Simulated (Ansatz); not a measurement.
The cluster Cu5H4, relaxed as a doublet with UKS B3LYP-D4/def2-SVP in Ansatz, starting from the GFN2-xTB geometry. Force threshold 0.02 eV/Å.

The relaxation made no stability test and no search for a lower SCF solution. No other spin state of charge 0 was run. Another isomer (doublet) lies 1.49 eV lower at PBE0-D4/def2-TZVP; other spin states weren't run for this one.

Start:

Cartesian coordinates in Å:
```
Cu 3.8129 0.3605 1.5801
Cu 2.2668 0.2285 -0.3642
Cu -2.6293 -0.4411 -1.7192
Cu 1.4963 0.2826 2.0391
Cu -1.0444 0.0296 1.1183
H -2.0129 -0.1440 -0.1993
H 1.5111 0.1730 -1.7692
H -3.2566 -0.7194 -3.1375
H -0.1437 0.2303 2.4518
```

**Question.** Estimate the energy that the relaxation releases and the steps that it takes.

**Answer.** 206.3 kJ/mol, in 15 steps; 2.7 min on 4 threads of Arm Neoverse V2 on a shared host. No frequencies were taken in this run, so the end may be a saddle point.

**Question.** Does the start keep its bonding?

**Answer.** Bonds formed: Cu2–Cu5, Cu3–H7 (atoms count from 1). Metal–metal contacts that move far: Cu2–Cu3 5.12 to 2.54 Å, Cu3–Cu5 3.28 to 2.52 Å.

**Question.** Predict the relaxed structure.

**Answer.** 
```csv
atom,x (Å),y (Å),z (Å)
Cu1,3.254,0.290,0.576
Cu2,1.177,0.021,-0.532
Cu3,-1.249,-0.192,-1.259
Cu4,1.302,0.248,1.877
Cu5,-1.024,0.091,1.239
H6,-2.158,0.000,0.116
H7,0.243,-0.209,-1.858
H8,-1.396,-0.447,-2.773
H9,-0.150,0.198,2.615
```
Bond lengths (bridged metal pairs left out): 4 × Cu–Cu 2.35 to 2.83 Å; 7 × Cu–H 1.54 to 1.66 Å.
